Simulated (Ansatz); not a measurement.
**Two structures, one formula**

The two ends of one reaction step of SnH₄ClF, closed shell (PBE0-D4/def2-TZVP).

A:

```xyz
7
angstrom
Sn -0.8679 0.2086 -0.4522
F 1.6018 -1.1860 1.3552
H -0.5753 -1.3108 -1.1423
H -1.4056 0.1721 1.1540
H -1.7943 1.2296 -1.4467
H 1.7983 -0.3895 0.9097
Cl 1.2431 1.2758 -0.3778
```

B:

| atom | x (Å) | y (Å) | z (Å) |
| --- | --- | --- | --- |
| Sn1 | -1.0762 | -0.2252 | 0.0810 |
| F2 | 0.6257 | -0.2626 | 1.0342 |
| H3 | -0.8056 | -1.2175 | -1.2676 |
| H4 | -2.1615 | -0.8620 | 1.2209 |
| H5 | -1.3042 | 1.4185 | -0.2697 |
| H6 | 2.0018 | 0.3327 | 0.0850 |
| Cl7 | 2.7201 | 0.8161 | -0.8838 |

Ansatz 0.2.0; basis: def2-TZVPP; cores frozen in the correlated methods. Filled d shells of the heavier atoms are correlated. Core potentials replace the inner electrons of the atoms past krypton. The def2 sets are not built for correlating such inner shells, so the correlated values are less sure here. B3LYP uses VWN-RPA correlation.

(1) Which structure is lower at CCSD(T), and by how much? (An estimate is asked for; the value comes from the calculation.)

The T1 diagnostic stays at or below 0.013.

## Answers

(1) The calculation gives: A, by 8.52 kcal/mol (electronic energy, against the other). By their contacts, A is a complex of SnH₃Cl ([Cl][SnH3]) + HF and B is a complex of SnH₃F ([F][SnH3]) + HCl.

All methods give the same order:

```tsv
method	E(B) − E(A) (kcal/mol)
SPW92	8.94
PBE-D4	8.25
BLYP-D4	6.42
r2SCAN-D4	7.84
B97M-V	6.66
PBE0-D4	9.62
B3LYP-D4	7.60
r2SCAN0-D4	9.30
BHLYP-D4	8.63
CAM-B3LYP-D4	6.70
wB97X-V	7.68
wB97M-V	8.54
B2PLYP	7.56
PBE-QIDH	9.92
RPA on PBE	7.33
HF	8.42
MP2	9.56
CCSD	8.55
CCSD(T)	8.52
```

Labels in which every atom is bracketed show which atoms are joined, not bond orders.

For scale, one of the runs: CCSD(T)/def2-TZVPP, 179 basis functions, launched by `ansatz run in.yaml --threads 4 --pin off --events-out ev --progress --plain --max-ram 9574MiB`. Hardware: 4 CPU threads of an Arm Neoverse V1, shared host. Wall time 45 s; peak host memory 1.9 GiB.
